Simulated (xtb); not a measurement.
CH3ClOSe, SMILES CO[Se]Cl. All values are semi-empirical tight-binding results from xtb (GFN2-xTB unless named), good for trends rather than for accurate numbers. The structure is a stationary point at GFN2-xTB. One conformer was computed; it need not be the lowest.

```yaml
orbital_gap: 3.07 eV
zero_point_energy: 25.9 kcal/mol
G − E(el) at 298.15 K (modified RRHO): 6.4 kcal/mol
static polarisability (D4 model): 61.1 bohr³
solvation energy, GFN2-xTB/ALPB(water): -0.6 kcal/mol
solvation energy, GFN2-xTB/ALPB(ch2cl2): -4.3 kcal/mol
```
